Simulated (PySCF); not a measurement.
CH5S, charge +1, singlet, at a GFN2-xTB geometry; PBE/pcseg-1 run with PySCF.

The PySCF input:
```python
from pyscf import gto, scf, dft

mol = gto.Mole()
mol.atom = '''
    C    -0.03747748    1.18530286   -0.11525700
    S    -0.02095352   -0.61772925    0.15157957
    H     1.25160297   -0.85395482   -0.24996242
    H    -1.06827047    1.52354437   -0.03438541
    H     0.54627907    1.64404919    0.67989192
    H     0.37245221    1.44603148   -1.08584758
    H    -0.54194256   -0.98781933   -1.04342765
'''
mol.basis = 'pcseg-1'
mol.charge = 1
mol.verbose = 4
mol.build()

mf = dft.RKS(mol)
mf.xc = 'pbe'
mf.kernel()
mf.analyze()
```

Output, abridged:

```
PySCF version 2.14.0

[INPUT] verbose = 4
[INPUT] num. atoms = 7
[INPUT] num. electrons = 26
[INPUT] charge = 1
[INPUT] spin (= nelec alpha-beta = 2S) = 0
[INPUT] symmetry False subgroup None
[INPUT] Mole.unit = angstrom
[INPUT] Symbol           X                Y                Z      unit          X                Y                Z       unit  Magmom
[INPUT]  1 C     -0.037477480000   1.185302860000  -0.115257000000 AA   -0.070822173039   2.239897780064  -0.217804163939 Bohr   0.0
[INPUT]  2 S     -0.020953520000  -0.617729250000   0.151579570000 AA   -0.039596414146  -1.167339101633   0.286443873379 Bohr   0.0
[INPUT]  3 H      1.251602970000  -0.853954820000  -0.249962420000 AA    2.365186829992  -1.613740732552  -0.472360515234 Bohr   0.0
[INPUT]  4 H     -1.068270470000   1.523544370000  -0.034385410000 AA   -2.018738615260   2.879081597923  -0.064979007581 Bohr   0.0
[INPUT]  5 H      0.546279070000   1.644049190000   0.679891920000 AA    1.032317829882   3.106802704413   1.284809523105 Bohr   0.0
[INPUT]  6 H      0.372452210000   1.446031480000  -1.085847580000 AA    0.703832671389   2.732603464699  -2.051954539222 Bohr   0.0
[INPUT]  7 H     -0.541942560000  -0.987819330000  -1.043427650000 AA   -1.024123013646  -1.866707994251  -1.971792489299 Bohr   0.0

nuclear repulsion = 64.5816982227958
number of shells = 16
number of NR pGTOs = 104
number of NR cGTOs = 57
basis = pcseg-1
ecp = {}

******** <class 'pyscf.dft.rks.RKS'> ********
method = RKS
initial guess = minao
damping factor = 0
level_shift factor = 0
DIIS = <class 'pyscf.scf.diis.CDIIS'>
diis_start_cycle = 1
diis_space = 8
diis_damp = 0
SCF conv_tol = 1e-09
SCF conv_tol_grad = None
SCF max_cycles = 50
direct_scf = True
direct_scf_tol = 1e-13
XC library pyscf.dft.libxc version 7.1.2
    S. Lehtola, C. Steigemann, M. J. T. Oliveira, and M. A. L. Marques,  SoftwareX 7, 1–5 (2018)
XC functionals = pbe
    J. P. Perdew, K. Burke, and M. Ernzerhof,  Phys. Rev. Lett. 77, 3865 (1996)
    J. P. Perdew, K. Burke, and M. Ernzerhof,  Phys. Rev. Lett. 78, 1396 (1997)
    J. P. Perdew, K. Burke, and M. Ernzerhof,  Phys. Rev. Lett. 77, 3865 (1996)
    J. P. Perdew, K. Burke, and M. Ernzerhof,  Phys. Rev. Lett. 78, 1396 (1997)
radial grids:
    Treutler-Ahlrichs [JCP 102, 346 (1995); DOI:10.1063/1.469408] (M4) radial grids

becke partition: Becke, JCP 88, 2547 (1988); DOI:10.1063/1.454033
pruning grids: <function nwchem_prune>
grids dens level: 3
symmetrized grids: False
atomic radii adjust function: <function treutler_atomic_radii_adjust>
small_rho_cutoff = 0
Set gradient conv threshold to 3.16228e-05
Initial guess from minao.
tot grids = 82040
init E= -439.03039100987
  HOMO = -0.3393545812851  LUMO = -0.0587361972262377  gap/eV = 7.63602
cycle= 1 E= -438.718264202197  delta_E= 0.312  |g|= 0.274  |ddm|= 2.39
  HOMO = -0.540502340379268  LUMO = -0.296706141890864  gap/eV = 6.63403
cycle= 2 E= -438.695167473798  delta_E= 0.0231  |g|= 0.39  |ddm|= 0.78
  HOMO = -0.556824036475809  LUMO = -0.273051523258611  gap/eV = 7.72184
cycle= 3 E= -438.740593093539  delta_E= -0.0454  |g|= 0.0498  |ddm|= 0.472
  HOMO = -0.552944536790386  LUMO = -0.268220492654278  gap/eV = 7.74774
cycle= 4 E= -438.741282475544  delta_E= -0.000689  |g|= 0.00925  |ddm|= 0.0535
  HOMO = -0.553714716434744  LUMO = -0.268925674818855  gap/eV = 7.74950
cycle= 5 E= -438.741303788512  delta_E= -2.13e-05  |g|= 0.00319  |ddm|= 0.0137
  HOMO = -0.553235967748538  LUMO = -0.268603132879824  gap/eV = 7.74525
cycle= 6 E= -438.741307186827  delta_E= -3.4e-06  |g|= 0.000503  |ddm|= 0.00483
  HOMO = -0.553276823957583  LUMO = -0.26864073434839  gap/eV = 7.74534
cycle= 7 E= -438.741307264819  delta_E= -7.8e-08  |g|= 9.64e-05  |ddm|= 0.000723
  HOMO = -0.553290766345994  LUMO = -0.268652518524204  gap/eV = 7.74540
cycle= 8 E= -438.741307267765  delta_E= -2.95e-09  |g|= 1.43e-05  |ddm|= 0.000148
  HOMO = -0.553290268269815  LUMO = -0.268651319261898  gap/eV = 7.74542
cycle= 9 E= -438.741307267848  delta_E= -8.3e-11  |g|= 2.41e-06  |ddm|= 2.68e-05
  HOMO = -0.553290386923467  LUMO = -0.268651764347669  gap/eV = 7.74541
Extra cycle  E= -438.741307267847  delta_E= 6.25e-13  |g|= 2.18e-06  |ddm|= 7.2e-06
converged SCF energy = -438.741307267847
**** SCF Summaries ****
Total Energy =                        -438.741307267847390
Nuclear Repulsion Energy =              64.581698222795794
One-electron Energy =                 -724.543783350680997
Two-electron Energy =                  221.220777860037799
Two-electron Coulomb Energy =          253.660023870474873
DFT Exchange-Correlation Energy =      -32.439246010437088
HOMO-LUMO gap [eV] =                     7.745411435111116
**** MO energy ****
MO #1   energy= -88.3627445934436  occ= 2
MO #2   energy= -10.1480794552104  occ= 2
MO #3   energy= -7.99839063962816  occ= 2
MO #4   energy= -6.0223933374434   occ= 2
MO #5   energy= -6.02203294091104  occ= 2
MO #6   energy= -6.01596573618142  occ= 2
MO #7   energy= -1.0172666425097   occ= 2
MO #8   energy= -0.853381997457197 occ= 2
MO #9   energy= -0.697192596582971 occ= 2
MO #10  energy= -0.658624422874091 occ= 2
MO #11  energy= -0.61044407464538  occ= 2
MO #12  energy= -0.589987930922718 occ= 2
MO #13  energy= -0.553290386923467 occ= 2
MO #14  energy= -0.268651764347669 occ= 0
MO #15  energy= -0.265538261707492 occ= 0
MO #16  energy= -0.226293131337411 occ= 0
MO #17  energy= -0.125959145394    occ= 0
MO #18  energy= -0.10612925041341  occ= 0
MO #19  energy= -0.10319739449648  occ= 0
MO #20  energy= -0.00667454824721503 occ= 0
MO #21  energy= 0.0116978488363748 occ= 0
 ** Mulliken pop on meta-lowdin orthogonal AOs  **
 ** Mulliken pop  **
 ** Mulliken atomic charges  **
charge of    0C =     -0.34381
charge of    1S =      0.49059
charge of    2H =      0.17046
charge of    3H =      0.17409
charge of    4H =      0.17409
charge of    5H =      0.16412
charge of    6H =      0.17046

WARN: System has nonzero charge 1; the dipole moment is origin-dependent.
Location of origin: [0. 0. 0.]

Dipole moment(X, Y, Z, Debye):  0.60780, -0.36906, -1.31162
```
